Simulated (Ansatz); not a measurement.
A nudged elastic band was laid between two geometries of C$_{3}$H$_{10}$GeS (15 atoms, charge 0, multiplicity 1).

Level of theory: RKS B3LYP/def2-SVP (Ansatz 0.2.0).

| Item | Value |
| --- | --- |
| movable images | 5 |
| climbing image | yes |
| spring | 5.0 eV/Å² |
| optimiser | quadratic models (default) |
| start path | through a guess of the saddle point |
| force threshold | 0.2 eV/Å |
| iteration limit | 42 |
| end points | relaxed |

Initial state:

```xyz
15
Properties=species:S:1:pos:R:3
C -1.790 -0.463 -0.588
C -0.304 -0.802 -0.735
C 0.555 -0.443 0.488
S 2.250 -1.173 0.400
Ge 0.724 1.498 0.910
H -1.963 0.618 -0.470
H -2.231 -0.967 0.289
H -2.353 -0.793 -1.476
H 0.107 -0.299 -1.628
H -0.189 -1.884 -0.923
H 0.131 -0.923 1.387
H 2.682 -0.453 -0.662
H -0.648 2.203 1.041
H 1.494 1.661 2.234
H 1.514 2.169 -0.238
```

Final state:

```xyz
15
Properties=species:S:1:pos:R:3
C -1.713 -0.408 -0.813
C -0.242 -0.828 -0.728
C 0.456 -0.440 0.584
S 2.102 -1.257 0.779
Ge 0.673 1.511 0.925
H -1.838 0.686 -0.784
H -2.299 -0.831 0.021
H -2.165 -0.767 -1.751
H 0.318 -0.400 -1.579
H -0.165 -1.923 -0.842
H -0.116 -0.844 1.437
H 2.719 -0.625 -0.248
H 1.259 1.714 2.336
H 1.653 2.074 -0.131
H -0.663 2.289 0.823
```

Which bonds break or form, and what moves?

No bond is made or broken. The dihedral S4–C3–Ge5–H13 goes from -179 to -58°. The two ends are copies of one structure, up to a mirror image or an exchange of like atoms.

What energy profile does the band end with?

The forces met the threshold. The highest image is number 3 of 0 to 6, 1.8 kcal/mol above the ends, which have the same energy within 2 meV. The threshold of 0.2 eV/Å is loose, so the images may lie well off the minimum-energy path. Another band between the same ends (5 images) ends at a top of the same energy, where a vibrational analysis finds 1 clearly imaginary mode.

```
image  path coordinate (Å)  energy (kcal/mol)  dihedral S4–C3–Ge5–H13 (°)
    0                 0.00                0.0                        -179
    1                 0.83                0.4                        -159
    2                 1.67                1.3                        -138
    3                 2.50                1.8                        -117
    4                 3.32                1.3                         -95
    5                 4.13                0.4                         -75
    6                 4.94                0.0                         -58
```

What is the geometry of the highest image?


```xyz
15
Properties=species:S:1:pos:R:3
C -1.716 -0.409 -0.753
C -0.241 -0.811 -0.743
C 0.493 -0.451 0.559
S 2.121 -1.322 0.723
Ge 0.672 1.515 0.901
H -1.855 0.678 -0.652
H -2.270 -0.891 0.072
H -2.200 -0.714 -1.694
H 0.281 -0.348 -1.600
H -0.152 -1.901 -0.894
H -0.067 -0.861 1.415
H 2.767 -0.653 -0.261
H -0.148 1.918 2.141
H 2.146 1.887 1.132
H 0.146 2.314 -0.316
```

Run time: 2.1 min on 2 threads of Intel(R) Xeon(R) Platinum 8488C (Sapphire Rapids), with other jobs on the host, peak memory 0.46 GiB.
